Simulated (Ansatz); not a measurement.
Nudged elastic band run: CH3BBrGeN

Input file:

```yaml
crystal:
  periodic: [false, false, false]
  atoms:
    - { symbol: Br, position_ang: [-2.917857, -0.200154, 1.059906] }
    - { symbol: B, position_ang: [-1.144505, 0.113558, 0.455647] }
    - { symbol: "N", position_ang: [-0.227186, 1.106799, 1.030936] }
    - { symbol: C, position_ang: [0.899823, 0.730403, 0.485013] }
    - { symbol: Ge, position_ang: [0.302065, -0.685948, -0.833564] }
    - { symbol: H, position_ang: [1.86841, 1.187048, 0.798825] }
    - { symbol: H, position_ang: [0.38767, -0.199438, -2.30763] }
    - { symbol: H, position_ang: [0.92378, -2.109369, -0.744733] }
basis:
  gaussian: { orbitals: def2-SVP }
hamiltonian:
  xc: pbe
  dispersion: d4
neb:
  order_check: false
  images: 5
  f_tol: 0.05
  max_iterations: 60
  final_atoms:
    - { symbol: Br, position_ang: [-2.3492872, -0.56689465, 0.77014701] }
    - { symbol: B, position_ang: [-0.81476986, 0.30348614, -0.01283706] }
    - { symbol: "N", position_ang: [-0.18964237, 1.51595374, 0.50055396] }
    - { symbol: C, position_ang: [0.80323623, 0.66648087, 0.44922342] }
    - { symbol: Ge, position_ang: [1.00189206, -0.64264703, -1.1663131] }
    - { symbol: H, position_ang: [1.67466598, 0.71193275, 1.14440802] }
    - { symbol: H, position_ang: [-0.6850504, -0.01792429, -1.29729426] }
    - { symbol: H, position_ang: [0.65115557, -2.02748852, -0.443488] }
  initial_path:
    images:
      - { positions_ang: [[-2.917857, -0.200154, 1.059906], [-1.144505, 0.113558, 0.455647], [-0.227186, 1.106799, 1.030936], [0.899823, 0.730403, 0.485013], [0.302065, -0.685948, -0.833564], [1.86841, 1.187048, 0.798825], [0.38767, -0.199438, -2.30763], [0.92378, -2.109369, -0.744733]] }
      - { positions_ang: [[-2.90709483, -0.25986137, 0.77626452], [-1.08831096, 0.0948629, 0.36612372], [-0.17561726, 1.06679262, 1.01425679], [1.00298418, 0.73338776, 0.47634772], [0.36936023, -0.63921726, -0.82819269], [1.95716987, 1.16500095, 0.74701426], [-0.00643933, -0.15428322, -1.9538907], [0.9401481, -2.06378338, -0.65352361]] }
      - { positions_ang: [[-2.89633267, -0.31956875, 0.49262303], [-1.03211693, 0.07616781, 0.27660044], [-0.12404851, 1.02678624, 0.99757759], [1.10614536, 0.73637253, 0.46768244], [0.43665547, -0.59248652, -0.82282137], [2.04592975, 1.14295389, 0.69520351], [-0.40054866, -0.10912844, -1.60015141], [0.95651619, -2.01819776, -0.56231423]] }
      - { positions_ang: [[-2.8855705, -0.37927612, 0.20898155], [-0.97592289, 0.05747271, 0.18707716], [-0.07247977, 0.98677987, 0.98089838], [1.20930654, 0.73935729, 0.45901715], [0.5039507, -0.54575577, -0.81745006], [2.13468962, 1.12090684, 0.64339277], [-0.79465799, -0.06397367, -1.24641211], [0.97288429, -1.97261214, -0.47110484]] }
      - { positions_ang: [[-2.7068094, -0.44181563, 0.3960367], [-0.92220522, 0.13947719, 0.12043909], [-0.11153397, 1.16317116, 0.82078357], [1.07394977, 0.71506515, 0.45575258], [0.66993116, -0.57805286, -0.93373774], [1.98134841, 0.98458214, 0.81039785], [-0.75812213, -0.04862387, -1.26337283], [0.86564138, -1.99090427, -0.46189923]] }
      - { positions_ang: [[-2.5280483, -0.50435514, 0.58309186], [-0.86848754, 0.22148166, 0.05380102], [-0.15058817, 1.33956245, 0.66066877], [0.938593, 0.69077301, 0.452488], [0.83591161, -0.61034994, -1.05002542], [1.82800719, 0.84825744, 0.97740294], [-0.72158627, -0.03327408, -1.28033354], [0.75839848, -2.00919639, -0.45269362]] }
      - { positions_ang: [[-2.3492872, -0.56689465, 0.77014701], [-0.81476986, 0.30348614, -0.01283706], [-0.18964237, 1.51595374, 0.50055396], [0.80323623, 0.66648087, 0.44922342], [1.00189206, -0.64264703, -1.1663131], [1.67466598, 0.71193275, 1.14440802], [-0.6850504, -0.01792429, -1.29729426], [0.65115557, -2.02748852, -0.443488]] }
```

Launched with:

```bash
$ ansatz run input.yaml --threads 2 --pin off --max-ram 3072MiB --backend cpu --events-out ev --progress --plain --runs-dir out
```

Output, in part (warnings, iteration lines, the closing report on the highest movable image, with atoms numbered from 0):

```
NEB end point (image 0): max|allowed force component| = 1.643e-2 eV/Å (the criterion of neb.relax_end_points is 1.000e-2)
NEB end point (image 6): max|allowed force component| = 9.195e-3 eV/Å (the criterion of neb.relax_end_points is 1.000e-2)
NEB iter   1: max|band force component| = 8.934e0 eV/Å  barrier→ = 3.8372 eV  barrier← = 3.7057 eV  Δτ_max = 0.2000 Å  (290 SCF iters)
NEB iter   2: max|band force component| = 3.442e0 eV/Å  barrier→ = 2.0642 eV  barrier← = 1.9327 eV  Δτ_max = 0.1979 Å  (189 SCF iters)
NEB iter   3: max|band force component| = 1.897e0 eV/Å  barrier→ = 1.5053 eV  barrier← = 1.3738 eV  Δτ_max = 0.1969 Å  (177 SCF iters)
NEB iter   4: max|band force component| = 1.218e0 eV/Å  barrier→ = 1.2462 eV  barrier← = 1.1146 eV  Δτ_max = 0.1981 Å  (176 SCF iters)
NEB iter   5: max|band force component| = 7.855e-1 eV/Å  barrier→ = 1.0289 eV  barrier← = 0.8973 eV  Δτ_max = 0.2000 Å  (173 SCF iters)
NEB iter   6: max|band force component| = 9.244e-1 eV/Å  barrier→ = 0.8986 eV  barrier← = 0.7671 eV  Δτ_max = 0.1013 Å  (182 SCF iters)
NEB iter   7: max|band force component| = 8.567e-1 eV/Å  barrier→ = 0.8123 eV  barrier← = 0.6808 eV  Δτ_max = 0.1010 Å  (155 SCF iters)
NEB iter   8: max|band force component| = 8.350e-1 eV/Å  barrier→ = 0.7447 eV  barrier← = 0.6132 eV  Δτ_max = 0.0993 Å  (156 SCF iters)
NEB iter   9: max|band force component| = 3.939e-1 eV/Å  barrier→ = 0.7394 eV  barrier← = 0.6079 eV  CI = image 4  Δτ_max = 0.1647 Å  (155 SCF iters)
NEB iter  10: max|band force component| = 5.126e-1 eV/Å  barrier→ = 0.7609 eV  barrier← = 0.6294 eV  CI = image 4  Δτ_max = 0.0483 Å  (154 SCF iters)
NEB iter  11: max|band force component| = 4.181e-1 eV/Å  barrier→ = 0.7559 eV  barrier← = 0.6244 eV  CI = image 4  Δτ_max = 0.0517 Å  (159 SCF iters)
NEB iter  12: max|band force component| = 1.573e-1 eV/Å  barrier→ = 0.7552 eV  barrier← = 0.6236 eV  CI = image 4  Δτ_max = 0.0209 Å  (161 SCF iters)
NEB iter  13: max|band force component| = 9.684e-2 eV/Å  barrier→ = 0.7549 eV  barrier← = 0.6234 eV  CI = image 4  Δτ_max = 0.0051 Å  (157 SCF iters)
NEB iter  14: max|band force component| = 3.752e-2 eV/Å  barrier→ = 0.7548 eV  barrier← = 0.6233 eV  CI = image 4  Δτ_max = 0.0000 Å  (298 SCF iters)
Total energy: -129774.40075321 eV, -4769.1212634322 hartree
Atom 0 at    -2.475199    -0.456704     1.057371 Å, force    -0.000491    -0.002729    -0.000210 eV/Å
Atom 1 at    -0.874481     0.315042     0.357887 Å, force     0.000137     0.024668     0.005498 eV/Å
Atom 2 at    -0.253006     1.556289     0.534850 Å, force    -0.009944    -0.008342     0.003663 eV/Å
Atom 3 at     0.794543     0.699220     0.450733 Å, force     0.005315    -0.019826    -0.012156 eV/Å
Atom 4 at     0.723294    -0.625884    -0.959845 Å, force     0.005007     0.000151    -0.006748 eV/Å
Atom 5 at     1.652834     0.739625     1.157918 Å, force    -0.000110     0.009697     0.006954 eV/Å
Atom 6 at    -0.313649    -0.145406    -2.000907 Å, force     0.000723    -0.001656     0.003132 eV/Å
Atom 7 at     0.837864    -2.139283    -0.653608 Å, force    -0.000637    -0.001963    -0.000133 eV/Å
Dipole moment:     0.387303    -0.378160    -0.153577 e Å
```

The run converged. A vibrational analysis at the climbing image gives one clearly imaginary mode, 367i cm⁻¹: a first-order saddle point.

Final band:

```tsv
image	path coordinate (Å)	energy (eV)
0	0.00	0.00
1	0.42	0.01
2	0.84	0.16
3	1.26	0.54
4	1.69	0.75
5	2.22	0.58
6	2.76	0.13
```

Run time: 3.4 min on 2 threads of Arm Neoverse V1, with other jobs on the host, peak memory 0.16 GiB.
